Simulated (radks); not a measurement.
Valence configurations of the vanadium ion V+ (all share [Ar]). Method: scalar-relativistic Kohn-Sham, PBE, spin-polarised, spherical densities, point nucleus; open shells are filled with parallel spins first; computed with a radial shooting solver on a logarithmic mesh with Libxc functionals. Energies are relative to 3d4; eigenvalues in eV for spin up.

valence,E (eV),moment (Bohr magnetons),e(3d),e(4p),e(4s)
3d4,0.000,4,-9.862,-,-
3d3.5 4p0.5,2.212,4,-12.181,-7.004,-
3d1.5 4p2.5,19.872,4,-23.526,-10.534,-
3d2.5 4s1 4p0.5,4.551,4,-16.415,-8.240,-12.756
3d3 4p1,5.209,4,-14.747,-7.911,-
3d3 4s1,0.935,4,-13.622,-,-11.550
3d2.5 4s1.5,3.151,3,-15.813,-,-12.162
3d2 4p2,13.941,4,-20.446,-9.689,-
3d2 4s2,5.851,2,-18.210,-,-12.734

NIST lists [Ar] 3d4 as the ground configuration; this level of theory agrees among the configurations tried. The energies are those of spherical high-spin densities, not of single terms.
